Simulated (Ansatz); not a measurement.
Ideal-gas functions of GaGeH$_{5}$O (`[GaH2][O][GeH3]`) at 800 K and 1 bar, from an Ansatz frequency run at PBE0-D4/def2-TZVP.

Molar mass 163.37 g/mol, point group Cs (symmetry number 1), electronic degeneracy 1, moments of inertia 17.488, 399.451, 410.492 u Å². Harmonic wavenumbers (cm⁻¹, unscaled): 54, 107, 153, 442, 525, 620, 640, 655, 717, 843, 872, 877, 932, 1984, 2015, 2128, 2153, 2155.

Use S(trans) = R[1.5 ln M + 2.5 ln T − 1.1517]; rotational temperatures θ = 24.2544 K / I; S(rot) = R[ln(√π/σ · √(T³/θAθBθC)) + 1.5]; for each mode x = 1.438777 ν̃/T, S = R[x/(eˣ − 1) − ln(1 − e⁻ˣ)] and H = RT x/(eˣ − 1); 1 cm⁻¹ = 0.0119627 kJ/mol; R = 8.31446 J/(mol·K).

**Question.** By hand: the entropy, in J/(mol·K).

**Answer.** Translation 192.9. Rotation: θ = 1.3869, 0.0607, 0.0591 K, giving 122.6. Vibration, mode by mode: 27.71, 22.03, 19.07, 10.44, 9.09, 7.83, 7.59, 7.42, 6.75, 5.61, 5.38, 5.34, 4.93, 1.10, 1.05, 0.89, 0.86, 0.86, in all 143.9. Electronic 0.0. Sum 459.4 J/(mol·K).

**Question.** By hand: H − E and G − E in kJ/mol, counted from the electronic energy.

**Answer.** Zero-point energy ½ × 17872 × 0.0119627 = 106.9; thermal vibration 54.3; translation, rotation and pV give 4 RT = 26.6. H − E = 187.8 kJ/mol, and G − E = 187.8 − 800 × 459.4/1000 = -179.7 kJ/mol.

Vibration gives 31 % of the entropy, 49.7 J/(mol·K) of it from the modes under 150 cm⁻¹: soft modes count most, and the harmonic formula is weakest for them.
